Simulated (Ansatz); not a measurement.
`C#[C][Al]([CH3])[F]` + CH₃NH₂ → `C[NH][Al]([CH3])[F]` + `C#C`  (ligand exchange at the Al–C bond)

Computed with Ansatz on PBE0-D4/def2-TZVP structures; ΔE is electronic, products minus reactants. CBS: MP2 limit from def2 TZ/QZ plus the TZ coupled-cluster correction, frozen cores. This one scheme is used for every species. Functionals use def2-TZVPP. HSE06 is defined as in plane-wave codes. Each species was taken in one conformer, which may not be the lowest.

`C#[C][Al]([CH3])[F]`:

Cartesian coordinates in Å:
```
C 1.646 1.127 -1.971
C 0.851 0.939 -1.078
Al -0.382 0.573 0.321
C -0.761 -1.187 1.018
F -1.163 1.878 0.960
H 2.345 1.300 -2.758
H -0.509 -1.247 2.081
H -1.827 -1.419 0.935
H -0.201 -1.964 0.492
```

CH₃NH₂:

```xyz
7

C    -0.263   -0.042   -0.502
N     0.229   -0.196    0.857
H     0.171    0.796   -1.068
H    -1.347    0.096   -0.481
H    -0.070   -0.959   -1.063
H     0.049    0.640    1.398
H     1.231   -0.335    0.860
```

`C[NH][Al]([CH3])[F]`:

Z-matrix (Å, degrees):
```
C
N 1 1.447
H 1 1.093 2 110.1
H 1 1.097 2 112.4 3 119.2
H 1 1.097 2 112.4 3 -119.2
Al 2 1.763 1 128.8 3 0.1
H 2 1.009 1 112.1 3 -179.9
F 6 1.656 2 115.4 1 180.0
C 6 1.937 2 124.6 1 0.0
H 9 1.094 6 110.8 2 119.8
H 9 1.094 6 110.9 2 -121.9
H 9 1.092 6 112.5 2 -1.0
```

`C#C`:

```xyz
4

C    -0.382    0.404    0.221
C     0.382   -0.404   -0.221
H    -1.062    1.123    0.614
H     1.062   -1.123   -0.614
```

```json
{"level": "LDA (SPW92)", "ΔE (kJ/mol)": "-36.0", "difference from CCSD(T)/CBS": "-6.6"}
{"level": "revPBE-D4", "ΔE (kJ/mol)": "-26.0", "difference from CCSD(T)/CBS": "3.4"}
{"level": "r2SCANh-D4", "ΔE (kJ/mol)": "-28.1", "difference from CCSD(T)/CBS": "1.3"}
{"level": "ωB97M-V", "ΔE (kJ/mol)": "-29.6", "difference from CCSD(T)/CBS": "-0.2"}
{"level": "BLYP", "ΔE (kJ/mol)": "-26.5", "difference from CCSD(T)/CBS": "2.9"}
{"level": "PBE0", "ΔE (kJ/mol)": "-24.7", "difference from CCSD(T)/CBS": "4.7"}
{"level": "r2SCAN0", "ΔE (kJ/mol)": "-27.4", "difference from CCSD(T)/CBS": "2.0"}
{"level": "HSE06", "ΔE (kJ/mol)": "-24.5", "difference from CCSD(T)/CBS": "4.9"}
{"level": "BHLYP", "ΔE (kJ/mol)": "-28.0", "difference from CCSD(T)/CBS": "1.4"}
{"level": "CAM-B3LYP", "ΔE (kJ/mol)": "-31.6", "difference from CCSD(T)/CBS": "-2.2"}
{"level": "LC-ωPBE", "ΔE (kJ/mol)": "-30.5", "difference from CCSD(T)/CBS": "-1.1"}
{"level": "MP2/def2-SVP", "ΔE (kJ/mol)": "-33.8", "difference from CCSD(T)/CBS": "-4.4"}
{"level": "HF/def2-TZVPP", "ΔE (kJ/mol)": "-22.9", "difference from CCSD(T)/CBS": "6.5"}
{"level": "SCS-MP2/def2-TZVPP", "ΔE (kJ/mol)": "-28.7", "difference from CCSD(T)/CBS": "0.7"}
{"level": "CCSD/def2-TZVPP", "ΔE (kJ/mol)": "-29.1", "difference from CCSD(T)/CBS": "0.3"}
{"level": "MP2/CBS(def2)", "ΔE (kJ/mol)": "-30.2", "difference from CCSD(T)/CBS": "-0.8"}
{"level": "CCSD(T)/CBS", "ΔE (kJ/mol)": "-29.4", "difference from CCSD(T)/CBS": "0"}
```

Largest T1 diagnostic among the species: 0.013.

Leaving LDA and LC-ωPBE aside and taking each functional with its dispersion term where it has one, the values, not all of them listed here, spread over 10.5 kJ/mol, from CAM-B3LYP-D4 to B97M-V. LDA lies −11.2 kJ/mol from PBE without D4. The D4 term adds −3.6 kJ/mol with B3LYP and −2.1 kJ/mol with PBE0; it sums over pairs of atoms, weighted by their polarisabilities, and B3LYP, whose exchange is more repulsive, gets the larger term.

B3LYP here is the variant with VWN-RPA as its local correlation; programs differ in this.
